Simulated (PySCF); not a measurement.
AuCl, charge -1, doublet, at the geometry of the source list (the multiplicity is a formal guess) (core potentials on Au) (in this run its highest filled SCF level lies above zero, so its values depend strongly on the basis, on diffuse functions most of all). Base run: PBE0/def2-TZVP (PySCF).

PySCF was given this input:
```python
from pyscf import gto, scf, dft

mol = gto.Mole()
mol.atom = '''
    Au   -0.684900   -0.604800   -0.643200
    Cl    0.684900    0.604800    0.643200
'''
mol.basis = 'def2-tzvp'
mol.ecp = {'Au': 'def2-tzvp'}
mol.charge = -1
mol.spin = 1
mol.verbose = 4
mol.build()

mf = dft.UKS(mol)
mf.xc = 'pbe0'
mf.kernel()
```

Each row names what was changed in the base input (with any setting that the change needs).

```json
[
 {"change": "base", "ΔE vs base (mEh)": "0.000", "fitting functions": "-", "outcome": "converged"},
 {"change": "auxbasis = def2-universal-jkfit", "ΔE vs base (mEh)": "0.002", "fitting functions": "375", "outcome": "converged"},
 {"change": "auxbasis = cc-pvqz-jkfit", "ΔE vs base (mEh)": "-", "fitting functions": "-", "outcome": "input refused"},
 {"change": "auxbasis = def2-tzvp-ri", "ΔE vs base (mEh)": "-", "fitting functions": "-", "outcome": "input refused"},
 {"change": "auxbasis = cc-pvtz-ri", "ΔE vs base (mEh)": "-", "fitting functions": "-", "outcome": "input refused"},
 {"change": "auxbasis = def2-svp-ri", "ΔE vs base (mEh)": "-", "fitting functions": "-", "outcome": "input refused"},
 {"change": "auxbasis = even-tempered beta=3.0", "ΔE vs base (mEh)": "-40.747", "fitting functions": "317", "outcome": "converged"},
 {"change": "only_dfj = on; auxbasis = def2-universal-jfit", "ΔE vs base (mEh)": "-0.047", "fitting functions": "140", "outcome": "converged"},
 {"change": "auxbasis = default (with mf = mf.density_fit())", "ΔE vs base (mEh)": "0.002", "fitting functions": "375", "outcome": "converged"},
 {"change": "auxbasis = even-tempered beta=2.0", "ΔE vs base (mEh)": "-0.220", "fitting functions": "483", "outcome": "converged"}
]
```

A fitting set is made for a task (jfit for Coulomb, jkfit for Coulomb and exchange, ri for correlation) and for a family of orbital bases.

Open shells are given as the SCF converged; they aren't shown to be the lowest states, and a large step between rows can be another state.

- auxbasis = cc-pvqz-jkfit: ended with `pyscf.lib.exceptions.BasisNotFoundError: Basis set not found for Au in cc-pvqz-jkfit`
- auxbasis = def2-tzvp-ri: ended with `pyscf.lib.exceptions.BasisNotFoundError: Basis set not found for Au in def2-tzvp-ri`
- auxbasis = cc-pvtz-ri: ended with `pyscf.lib.exceptions.BasisNotFoundError: Basis set not found for Au in cc-pvtz-ri`
